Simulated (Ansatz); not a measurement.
Reaction (redistribution): `[BH2][AlH][SiH3]` + `BC(F)[SiH3]` → `F[CH]([SiH3])[AlH][SiH3]` + `BB`

Isolated molecules relaxed with PBE0-D4/def2-TZVP in Ansatz; ΔE leaves out vibrations. CCSD(T)/CBS adds triple-zeta CCSD(T) − MP2 to the extrapolated MP2 energy (def2 sets, frozen cores). Functionals use def2-TZVPP. B3LYP here is the variant with VWN-RPA as its local correlation; programs differ in this. One conformer a species, not always the lowest.

| level | ΔE (eV) |
| --- | --- |
| PBE-D4 | 0.03 |
| B2PLYP | 0.02 |
| r2SCAN | 0.02 |
| B3LYP | 0.02 |
| HF/def2-TZVPP | 0.04 |
| HF/def2-QZVPP | 0.04 |
| SCS-MP2/def2-QZVPP | 0.01 |
| HF/CBS(def2) | 0.04 |

(1) What does CCSD(T)/CBS give? (Estimate.)

Largest T1 diagnostic among the species: 0.013.

Results:

(1) Computed: +0.02 eV. The listed levels differ from it by 0.01, 0.00, 0.00, 0.00, 0.02, 0.02, -0.01, 0.02 eV.

The D4 term adds −0.05 eV with B3LYP and −0.03 eV with PBE0; it sums over pairs of atoms, weighted by their polarisabilities, and B3LYP, whose exchange is more repulsive, gets the larger term.
